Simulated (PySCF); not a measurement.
Molecule: `c1cc([NH3+])c(Cl)cc1`, [C6H7ClN]+.

Bonds (- single, = double, # triple, : aromatic): N1-C2, C2:C3, C3:C4, C4:C5, C5:C6, C6:C7, C7-Cl8, C7:C2. N1 carries H9, H10, H11; C3 carries H12; C4 carries H13; C5 carries H14; C6 carries H15. Formal charges: N1 +1.

Total charge +1.

Frames of a GFN2-xTB Langevin trajectory at 400 K; GIAO PBE0/pcSseg-1 shieldings in PySCF 2.14.0 with density-fitted response routines, gas phase, non-relativistic; equivalent atoms averaged within each frame.

Chemical shifts δ = σref − σ; 15N (σ = 267.73 ppm) vs NH3; 13C (σ = 186.93 ppm) and 1H (σ = 31.72 ppm) against TMS; 35Cl (σ = 949.78 ppm) vs HCl, all at this level. The references are static minima.

Task: How do the shifts (ppm) fluctuate along the trajectory?

Result: 
```
         time (fs)    N1     C5     C3     C4     C6     C7     C2  Cl8   H15    H14
               250  68.4  145.0  138.3  138.2  137.2  134.7  126.5  215  9.43   8.58
               425  71.8  145.5  136.5  134.6  148.8  148.3  146.4  217  9.15   8.94
               625  76.3  157.3  128.1  154.5  135.8  129.9  124.9  189  7.26   8.99
               800  79.4  164.1  123.5  144.3  150.1  136.9  138.1  224  9.45  10.31
              1000  72.7  135.7  130.7  137.9  138.7  145.7  121.9  257  8.00   6.93
    mean of frames  73.7  149.5  131.4  141.9  142.1  139.1  131.5  221  8.66   8.75
standard deviation   4.3   11.2    6.1    7.9    6.8    7.7   10.3   24  0.98   1.21
```

5 frames give an uncertainty of the mean of about the standard deviation over 2.2 at best, since frames this close in time may not be independent; classical motion lacks zero-point vibration, and the reference would need the same averaging.
